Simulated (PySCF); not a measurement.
A PySCF script (with the pyscf-properties extension) for the NMR shieldings of SMILES CO[C@@H]1CCP([SiH3])C1, C5H13OPSi, on a GFN2-xTB geometry:

```python
import basis_set_exchange as bse
import numpy as np
from pyscf import gto, dft
from pyscf.prop import nmr

atoms = """
C    -1.682979    1.358915    0.772750
O    -0.467807    1.062667    0.138844
C    -0.545018    0.216738   -0.990076
C    -0.896020   -1.233857   -0.645282
C     0.310312   -1.859334    0.059699
P     1.846617   -0.879201   -0.397574
Si    1.911981    0.569961    1.323366
C     0.857066    0.165478   -1.580890
H    -2.111124    0.488647    1.282758
H    -2.416114    1.743943    0.053541
H    -1.460421    2.127394    1.511162
H    -1.275857    0.633971   -1.703868
H    -1.101427   -1.757701   -1.580460
H    -1.791955   -1.293500   -0.025964
H     0.444889   -2.899904   -0.245277
H     0.193561   -1.850436    1.144737
H     3.213545    0.278801    1.947337
H     0.896856    0.335919    2.352518
H     1.934921    1.958879    0.877669
H     0.836955   -0.309375   -2.564930
H     1.293099    1.158939   -1.678707
"""
names = dict.fromkeys(["C", "O", "P", "Si", "H"], "pcSseg-1")
basis = {el: gto.basis.parse(bse.get_basis(n, elements=[el], fmt="nwchem")) for el, n in names.items()}
mol = gto.M(atom=atoms, basis=basis, charge=0, verbose=0)
mf = dft.RKS(mol, xc="PBE0")
mf.grids.level = 2
mf.grids.alignment = dft.numint.BLKSIZE   # the property module wants whole blocks of grid points
mf.conv_tol = 1e-9
mf.kernel()

calc = nmr.RKS(mf)   # GIAO
C = mf.mo_coeff
Co = C[:, mf.mo_occ > 0]
resp = mf.gen_response(singlet=True, hermi=2)
def vind(x):   # induced exchange potential for any number of trial vectors
    d = np.einsum("pi,xij,qj->xpq", C, 2 * x.reshape(-1, C.shape[1], Co.shape[1]), Co, optimize=True)
    return np.einsum("xpq,pi,qj->xij", resp(d - d.transpose(0, 2, 1)), C, Co, optimize=True).ravel()
mo1, _ = nmr.rhf.solve_mo1(calc, with_cphf=vind)
sigma = calc.kernel(mo1)
for i, s in enumerate(sigma):   # ppm
    w = np.linalg.eigvalsh((s + s.T) / 2)
    print("%2d %-2s iso %8.1f  s11 %8.1f  s22 %8.1f  s33 %8.1f" % (i, mol.atom_pure_symbol(i), w.mean(), *w))
```

**Question.** What are the results?

**Answer.** 
```
 0 C  iso    131.7  s11    100.3  s22    111.0  s33    183.8
 1 O  iso    286.9  s11    237.8  s22    280.6  s33    342.2
 2 C  iso     98.5  s11     83.4  s22     86.1  s33    125.8
 3 C  iso    155.5  s11    123.0  s22    167.8  s33    175.6
 4 C  iso    163.0  s11    137.0  s22    169.7  s33    182.3
 5 P  iso    455.7  s11    345.7  s22    450.4  s33    570.9
 6 Si iso    409.2  s11    349.5  s22    407.5  s33    470.7
 7 C  iso    149.8  s11    130.8  s22    146.4  s33    172.3
 8 H  iso     28.3  s11     23.6  s22     26.5  s33     34.8
 9 H  iso     28.7  s11     24.4  s22     25.6  s33     36.0
10 H  iso     28.0  s11     23.5  s22     25.5  s33     34.9
11 H  iso     27.6  s11     24.4  s22     26.0  s33     32.5
12 H  iso     30.6  s11     24.8  s22     27.8  s33     39.2
13 H  iso     29.1  s11     24.6  s22     27.7  s33     35.2
14 H  iso     29.5  s11     23.3  s22     27.2  s33     38.0
15 H  iso     30.0  s11     25.7  s22     27.5  s33     36.6
16 H  iso     27.6  s11     23.2  s22     25.4  s33     34.3
17 H  iso     28.1  s11     24.3  s22     27.9  s33     32.2
18 H  iso     27.6  s11     23.6  s22     26.5  s33     32.8
19 H  iso     30.0  s11     24.7  s22     26.8  s33     38.4
20 H  iso     29.7  s11     26.0  s22     26.4  s33     36.7
```

These numbers come from an equivalent density-fitted implementation of the same equations, which agrees with the script to about 0.01 ppm for H and up to a few tenths of a ppm for heavy atoms, so last digits may differ.

Size and cost of the density-fitted run: 215 basis functions, 62 s wall time on 1 thread of an x86-64 server CPU, shared host.
